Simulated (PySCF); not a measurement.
Gas-phase reaction: 3 BCl3.NH3 + 2 BH → 5 HCl + 2 BCl2 + borazine

Method: PySCF energies (xtb for GFN2) plus ideal-gas RRHO corrections (1 bar). † marks an energy on the PBE0/def2-TZVP geometry and frequencies; other levels use their own. CCSD(T) freezes the core. 6-31G* has spherical d functions here. Open shells (unrestricted): BCl2 (multiplicity 2); the rest are closed-shell singlets. GFN2 has no spin-polarisation term. B3LYP is the form with VWN-RPA correlation. Adducts (BCl3.NH3) have no counterpoise correction, and HF, PBE, BLYP, B3LYP and PBE0 lack dispersion. BCl3.NH3: computed as isolated molecules; such fragments, hydroxides, amides, oligomers or adducts are transient or little studied in the gas. CCSD(T) isn't extrapolated to the basis-set limit. The harmonic model lacks anharmonicity and excited electronic states, which grow with temperature; levels with a mode under 35 cm⁻¹ are left out. Internal rotation in BCl3.NH3 is treated as a harmonic vibration of one conformer, which makes the entropy rough.

ΔH° and ΔS° at 298 K: B3LYP/6-31G* -317 kJ, 427 J/K; CCSD(T)/def2-SVP† -260 kJ, 426 J/K; GFN2-xTB -542 kJ, 381 J/K.

With the heat capacities included, give log10 K (1 bar) at 500, 800, 1000, 1400, 2500 K from B3LYP/6-31G*, CCSD(T)/def2-SVP†, GFN2-xTB.


```json
[
 {"T (K)": "500", "B3LYP/6-31G*": "55.3", "CCSD(T)/def2-SVP†": "49.3", "GFN2-xTB": "76.3"},
 {"T (K)": "800", "B3LYP/6-31G*": "42.6", "CCSD(T)/def2-SVP†": "38.8", "GFN2-xTB": "54.6"},
 {"T (K)": "1000", "B3LYP/6-31G*": "38.3", "CCSD(T)/def2-SVP†": "35.2", "GFN2-xTB": "47.3"},
 {"T (K)": "1400", "B3LYP/6-31G*": "33.2", "CCSD(T)/def2-SVP†": "31.0", "GFN2-xTB": "38.8"},
 {"T (K)": "2500", "B3LYP/6-31G*": "27.4", "CCSD(T)/def2-SVP†": "26.1", "GFN2-xTB": "29.1"}
]
```
